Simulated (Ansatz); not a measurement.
Calculated with Ansatz (gas phase, PBE0-D4/def2-TZVP geometries, no zero-point term in ΔE). CBS: MP2 limit from def2 TZ/QZ plus the TZ coupled-cluster correction, frozen cores. DFT in def2-TZVPP. Elements past krypton have def2 core potentials. For Cd outer-core shells are correlated without core-valence functions, which leaves a few kJ/mol of doubt a bond. One conformer a species, not always the lowest.

Consider the ligand exchange at the Si–N bond: `BN([SiH3])[SiH2]Cl` + `[OH][Cd][OH]` → `[OH][Cd][O][SiH3]` + `BN[SiH2]Cl`.

```csv
species,PBE-D4 energy (Eh)
`BN([SiH3])[SiH2]Cl`,-1122.57059
`[OH][Cd][OH]`,-319.34523
`[OH][Cd][O][SiH3]`,-609.92965
`BN[SiH2]Cl`,-832.00838
```

(1) Work out ΔE.

(2) What do rigid-rotor, harmonic-oscillator terms from PBE0-D4/def2-TZVP frequencies (298.15 K, 1 bar) make of the CCSD(T)/CBS value? (Estimate.)

Largest T1 diagnostic among the species: 0.017.

Results:

(1) ΔE = (-609.92965) + (-832.00838) − (-1122.57059) − (-319.34523) = -0.02221 Eh = -13.9 kcal/mol. CCSD(T)/CBS gives -15.4 kcal/mol.

(2) Computed: ΔZPE = +0.7 kcal/mol, ΔH = -14.7 kcal/mol, ΔS = 26 J/(mol·K), ΔG = -16.5 kcal/mol. Modes under 50 cm⁻¹ make the entropy rough.

The D4 term adds +2.3 kcal/mol with B3LYP and +1.2 kcal/mol with PBE0; it sums over pairs of atoms, weighted by their polarisabilities, and B3LYP, whose exchange is more repulsive, gets the larger term. Leaving LDA and LC-ωPBE aside and taking each functional with its dispersion term where it has one, the values, not all of them listed here, spread over 4.7 kcal/mol, from B2PLYP to revPBE-D4. LDA lies +1.4 kcal/mol from PBE without D4. At CCSD(T), def2-SVP lies −2.6 kcal/mol from the extrapolated value and def2-TZVPP −1.2 kcal/mol.

B3LYP here is the variant with VWN-RPA as its local correlation; programs differ in this.
